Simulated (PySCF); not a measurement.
CHBrClF, SMILES F[C@H](Cl)Br.

Geometry: B3LYP-D3(BJ)/def2-SVP.

Level of theory: PySCF with B3LYP-D3(BJ)/def2-SVP.

Frequencies are harmonic and unscaled.

Question: List the normal modes with their intensities. (Estimate from the structure and the level; the computed values follow.)

Answer: 
| mode | ν (cm⁻¹) | IR (km/mol) | moving atoms (share of kinetic energy) |
|---|---|---|---|
| 1 | 220 | 0.1 | Cl 55 %, Br 29 %, F 8 % |
| 2 | 309 | 0.4 | F 67 %, Br 22 % |
| 3 | 424 | 1.2 | F 47 %, Cl 34 %, C 15 % |
| 4 | 648 | 70.5 | C 78 %, H 11 % |
| 5 | 761 | 190.5 | C 76 %, Cl 15 % |
| 6 | 1141 | 202.8 | C 57 %, F 39 % |
| 7 | 1207 | 70.7 | H 90 %, C 8 % |
| 8 | 1331 | 19.9 | H 87 %, C 11 % |
| 9 | 3146 | 4.5 | H 92 %, C 8 % |
